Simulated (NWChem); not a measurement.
System: PbI₃ anion; SMILES [I][Pb-]([I])[I]

NWChem input:

```
start job
memory heap 200 mb stack 900 mb global 1100 mb
charge -1
geometry units angstroms noautoz
  Pb     0.000000     0.000000     0.835467
  I      1.287264    -2.413884    -0.426365
  I      1.446853     2.321746    -0.426365
  I     -2.734117     0.092139    -0.426365
end
basis spherical
  Pb library def2-svpd
  I library def2-svpd
end
ecp
  I library def2-ecp
  Pb library def2-ecp
end
dft
  xc r2scan
  iterations 150
  grid coarse
end
task dft gradient
```

Excerpt of the output:

```
             Northwest Computational Chemistry Package (NWChem) 7.3.0
             --------------------------------------------------------

 C3  symmetry detected

                             Geometry "geometry" -> ""
                             -------------------------

 Output coordinates in angstroms (scale by  1.889725989 to convert to a.u.)

  No.       Tag          Charge          X              Y              Z
 ---- ---------------- ---------- -------------- -------------- --------------
    1 Pb                  82.0000     0.00000000    -0.00000000     0.83249497
    2 I                   53.0000     1.69504716    -2.14725432    -0.42933703
    3 I                   53.0000     1.01205321     2.54158106    -0.42933703
    4 I                   53.0000    -2.70710037    -0.39432674    -0.42933703

 Effective nuclear repulsion energy (a.u.)    3231.2724520445

      Symmetry information
      --------------------

 Group name             C3
 Group number              5
 Group order               3
 No. of unique centers     2

                                 NWChem DFT Module
                                 -----------------

 Summary of "ao basis" -> "ao basis" (spherical)
 ------------------------------------------------------------------------------
       Tag                 Description            Shells   Functions and Types
 ---------------- ------------------------------  ------  ---------------------
 Pb                        def2-svpd                12       32   5s4p3d
 I                         def2-svpd                13       35   5s5p3d

      Symmetry analysis of basis
      --------------------------

        a          47
        e+         45
        e-         45

  Rotation of axis

            General Information
            -------------------
          SCF calculation type: DFT
          Wavefunction type:  closed shell.
          No. of atoms     :     4
          No. of electrons :    98
           Alpha electrons :    49
            Beta electrons :    49
          Charge           :    -1
          Spin multiplicity:     1
          Use of symmetry is: on ; symmetry adaption is: on
          Maximum number of iterations: 150
          AO basis - number of functions:   137
                     number of shells:    51
          Convergence on energy requested:  1.00D-06
          Convergence on density requested:  1.00D-05
          Convergence on gradient requested:  5.00D-04

              XC Information
              --------------
                      r^2SCAN Method XC Functional
               r^2SCAN metaGGA Exchange Functional  1.000
                     r^2SCAN Correlation Potential  1.000

             Grid Information
             ----------------
          Grid used for XC integration:  coarse
          Radial quadrature: Mura-Knowles
          Angular quadrature: Lebedev.
          Tag              B.-S. Rad. Rad. Pts. Rad. Cut. Ang. Pts.
          ---              ---------- --------- --------- ---------
          Pb                  1.80      104          13.0       302
          I                   1.40      104          16.0       302
          Grid pruning is: on
          Number of quadrature shells:   208
          Spatial weights used:  Erf1

      Superposition of Atomic Density Guess
      -------------------------------------

 Sum of atomic energies:       -1260.73979567

 Renormalizing density from      97.00 to     98

      Non-variational initial energy
      ------------------------------

 Total energy =   -1084.431054
 1-e energy   =   -2915.726404
 2-e energy   =    1332.069948
 HOMO         =      -0.066141
 LUMO         =       0.151346

      Symmetry analysis of molecular orbitals - initial
      -------------------------------------------------

  Numbering of irreducible representations:

     1 a           2 e+          3 e-

  Orbital symmetries:

     1 e+          2 e+          3 a           4 a           5 a
     6 e+          7 e+          8 a           9 e+         10 e+
    11 e+         12 e+         13 a          14 e+         15 e+
    16 a          17 a          18 e+         19 e+         20 a
    21 e+         22 e+         23 e+         24 e+         25 a
    26 a          27 e+         28 e+         29 e+         30 e+
    31 a          32 e+         33 e+         34 a          35 e+
    36 e+         37 a          38 e+         39 e+         40 a
    41 e+         42 e+         43 a          44 e+         45 e+
    46 e+         47 e+         48 a          49 a          50 a
    51 e+         52 e+         53 a          54 a          55 e+
    56 e+         57 e+         58 e+         59 e+

   convergence    iter        energy       DeltaE   RMS-Dens  Diis-err
 ---------------- ----- ----------------- --------- --------- ---------
 d= 0,ls=0.0,diis     1  -1086.5747432112 -1.59D+03  2.46D-02  6.62D-01
 d= 0,ls=0.0,diis     2  -1086.2398272631  3.35D-01  1.36D-02  2.21D+00
 d= 0,ls=0.0,diis     3  -1086.6806507237 -4.41D-01  3.87D-03  1.13D-01
 d= 0,ls=0.0,diis     4  -1086.6992621565 -1.86D-02  9.86D-04  1.07D-02

 !! scf_movecs_sym_adapt:    3 vectors were symmetry contaminated

  Symmetry fudging
 d= 0,ls=0.0,diis     5  -1086.7010296562 -1.77D-03  2.11D-04  5.18D-04
  Resetting Diis
 d= 0,ls=0.0,diis     6  -1086.7011254310 -9.58D-05  4.19D-05  2.19D-05
 d= 0,ls=0.0,diis     7  -1086.7011296015 -4.17D-06  1.85D-05  1.01D-06
 d= 0,ls=0.0,diis     8  -1086.7011296223 -2.07D-08  8.78D-06  9.30D-07

         Total DFT energy =    -1086.701129622277
      One electron energy =    -2903.147665290046
           Coulomb energy =     1400.626656445963
    Exchange-Corr. energy =      -83.405523649063
 Nuclear repulsion energy =      499.225402870869

 Numeric. integr. density =       98.000011147129

                  Occupations of the irreducible representations
                  ----------------------------------------------

                     irrep           alpha         beta
                     --------     --------     --------
                     a                17.0         17.0
                     e+               32.0         32.0
                     e-                0.0          0.0

                       DFT Final Molecular Orbital Analysis
                       ------------------------------------

 Vector   47  Occ=2.000000D+00  E=-1.000543D-01  Symmetry=e+
              MO Center=  3.1D-01,  6.5D-01, -3.8D-01, r^2= 9.2D+00
   Bfn.  Coefficient  Atom+Function         Bfn.  Coefficient  Atom+Function
  ----- ------------  ---------------      ----- ------------  ---------------
    81      0.320373  3 I  pz                84      0.290027  3 I  pz
    80      0.269364  3 I  py                83      0.250022  3 I  py
    45      0.242049  2 I  py               115      0.223442  4 I  py
    48      0.221325  2 I  py               118      0.201786  4 I  py
    46     -0.169644  2 I  pz                49     -0.153572  2 I  pz

 Vector   48  Occ=2.000000D+00  E=-9.645582D-02  Symmetry=a
              MO Center= -7.3D-13, -1.5D-13, -4.1D-01, r^2= 9.7D+00
   Bfn.  Coefficient  Atom+Function         Bfn.  Coefficient  Atom+Function
  ----- ------------  ---------------      ----- ------------  ---------------
   115      0.346187  4 I  py                79      0.325030  3 I  px
   118      0.314856  4 I  py                82      0.295613  3 I  px
    44     -0.274583  2 I  px                47     -0.249734  2 I  px
    45     -0.216782  2 I  py                48     -0.197160  2 I  py
   112     -0.141611  4 I  py                76     -0.132956  3 I  px

 Vector   49  Occ=2.000000D+00  E=-9.237762D-02  Symmetry=a
              MO Center=  1.3D-14,  7.7D-15, -2.5D-01, r^2= 9.4D+00
   Bfn.  Coefficient  Atom+Function         Bfn.  Coefficient  Atom+Function
  ----- ------------  ---------------      ----- ------------  ---------------
     3      0.319109  1 Pb s                 46     -0.297836  2 I  pz
    81     -0.297836  3 I  pz               116     -0.297836  4 I  pz
    49     -0.278864  2 I  pz                84     -0.278864  3 I  pz
   119     -0.278864  4 I  pz                 1     -0.200501  1 Pb s
     4      0.183537  1 Pb s                 14      0.160795  1 Pb pz

 Vector   50  Occ=0.000000D+00  E= 2.862992D-02  Symmetry=a
              MO Center= -6.2D-14, -1.0D-14,  7.1D-01, r^2= 6.9D+00
   Bfn.  Coefficient  Atom+Function         Bfn.  Coefficient  Atom+Function
  ----- ------------  ---------------      ----- ------------  ---------------
    14      0.550154  1 Pb pz                17      0.467453  1 Pb pz
     3     -0.296202  1 Pb s                  4     -0.256551  1 Pb s
     5      0.220811  1 Pb s                117      0.205899  4 I  px
    83     -0.193309  3 I  py               114      0.179249  4 I  px
    11     -0.176205  1 Pb pz                 8     -0.169801  1 Pb pz

 Vector   51  Occ=0.000000D+00  E= 6.059822D-02  Symmetry=e+
              MO Center= -1.1D-01, -2.3D-01,  5.3D-01, r^2= 7.8D+00
   Bfn.  Coefficient  Atom+Function         Bfn.  Coefficient  Atom+Function
  ----- ------------  ---------------      ----- ------------  ---------------
    12      0.547331  1 Pb px                15      0.462408  1 Pb px
    13     -0.196203  1 Pb py               105      0.194113  4 I  s
    35     -0.186459  2 I  s                  9     -0.171834  1 Pb px
     6     -0.165193  1 Pb px                16     -0.165762  1 Pb py
    48     -0.163782  2 I  py               117      0.159262  4 I  px

 Vector   52  Occ=0.000000D+00  E= 6.059822D-02  Symmetry=e+
              MO Center=  1.1D-01,  2.3D-01,  5.3D-01, r^2= 7.8D+00
   Bfn.  Coefficient  Atom+Function         Bfn.  Coefficient  Atom+Function
  ----- ------------  ---------------      ----- ------------  ---------------
    13      0.547331  1 Pb py                16      0.462408  1 Pb py
    70     -0.219724  3 I  s                 12      0.196203  1 Pb px
    84     -0.180256  3 I  pz                83      0.175858  3 I  py
    10     -0.171834  1 Pb py                80      0.166842  3 I  py
    86      0.167002  3 I  py                 7     -0.165193  1 Pb py

     Multipole analysis of the density
     ---------------------------------

     L   x y z        total         alpha         beta         nuclear
     -   - - -        -----         -----         ----         -------
     0   0 0 0     -1.000000    -49.000000    -49.000000     97.000000

     1   1 0 0     -0.000000     -0.000000     -0.000000      0.000000
     1   0 1 0     -0.000000     -0.000000     -0.000000      0.000000
     1   0 0 1      1.443597     13.841588     13.841588    -26.239578

     2   2 0 0   -104.256935   -553.230434   -553.230434   1002.203934
     2   1 1 0     -0.000000     -0.000000     -0.000000     -0.000000
     2   1 0 1     -0.000000     -0.000000     -0.000000      0.000000
     2   0 2 0   -104.256935   -553.230434   -553.230434   1002.203934
     2   0 1 1      0.000000      0.000000      0.000000      0.000000
     2   0 0 2    -84.891481    -94.354418    -94.354418    103.817355

            General Information
            -------------------
          SCF calculation type: DFT
          Wavefunction type:  closed shell.
          No. of atoms     :     4
          No. of electrons :    98
           Alpha electrons :    49
            Beta electrons :    49
          Charge           :    -1
          Spin multiplicity:     1
          Use of symmetry is: on ; symmetry adaption is: on
          Maximum number of iterations: 150
          AO basis - number of functions:   137
                     number of shells:    51
          Convergence on energy requested:  1.00D-06
          Convergence on density requested:  1.00D-05
          Convergence on gradient requested:  5.00D-04

              XC Information
              --------------
                      r^2SCAN Method XC Functional
               r^2SCAN metaGGA Exchange Functional  1.000
                     r^2SCAN Correlation Potential  1.000

             Grid Information
             ----------------
          Grid used for XC integration:  coarse
          Radial quadrature: Mura-Knowles
          Angular quadrature: Lebedev.
          Tag              B.-S. Rad. Rad. Pts. Rad. Cut. Ang. Pts.
          ---              ---------- --------- --------- ---------
          Pb                  1.80      104          13.0       302
          I                   1.40      104          16.0       302
          Grid pruning is: on
          Number of quadrature shells:   208
          Spatial weights used:  Erf1

          Convergence Information
          -----------------------
          Convergence aids based upon iterative change in
          total energy or number of iterations.
          Levelshifting, if invoked, occurs when the
          HOMO/LUMO gap drops below (HL_TOL):  1.00D-02
          DIIS, if invoked, will attempt to extrapolate
          using up to (NFOCK): 10 stored Fock matrices.

                    Damping( 0%)  Levelshifting(0.5)       DIIS
                  --------------- ------------------- ---------------
          dE  on:    start            ASAP                start
          dE off:    2 iters        150 iters           150 iters

                            NWChem DFT Gradient Module
                            --------------------------

  charge          =  -1.00
  wavefunction    = closed shell

  Rotation of axis
  Using symmetry

                         DFT ENERGY GRADIENTS

    atom               coordinates                        gradient
                 x          y          z           x          y          z
   1 Pb      0.000000  -0.000000   1.573187    0.000000   0.000000   0.003344
   2 I       3.203175  -4.057722  -0.811329    0.002291  -0.002902  -0.001115
   3 I       1.912503   4.802892  -0.811329    0.001367   0.003435  -0.001115
   4 I      -5.115678  -0.745169  -0.811329   -0.003658  -0.000533  -0.001115
```

Level: r2SCAN/def2-SVPD with def2 effective core potentials on I, Pb. All runs use the structure optimised with B3LYP/def2-SVPD. Not confirmed as a minimum by frequencies. def2 effective core potentials on I, Pb; no spin-orbit coupling.
